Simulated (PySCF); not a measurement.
**Mg²⁺ (magnesium, charge +2) across methods**

[Ne], closed-shell 1S. Computed with PySCF 2.14 in x2c-QZVPPall (9s6p5d2f, 66 functions), with scalar relativity by spin-free X2C-1e.

```csv
method,E (hartree),mean ε 1s (eV),mean ε 2s (eV),mean ε 2p (eV),Σ⟨r²⟩ (bohr²),⟨S²⟩
r2SCAN,-199.5291,-1288.9,-102.91,-67.972,4.750,0.000
PBE0,-199.4427,-1299.2,-105.85,-70.756,4.767,0.000
PW91,-199.5238,-1280.6,-100.03,-66.852,4.795,0.000
UHF,-199.13675,-1356.6,-122.34,-81.783,4.710,0.000
LC-wPBE,-199.4726,-1286.2,-106.15,-72.547,4.800,0.000
B97-3,-199.5333,-1300.7,-106.35,-71.054,4.755,0.000
wB97M-V,-199.5375,-1302.9,-108.60,-73.137,4.771,0.000
PBE,-199.4216,-1279.9,-99.945,-66.686,4.798,0.000
LDA,-198.5944,-1273.6,-99.410,-66.794,4.812,0.000
```
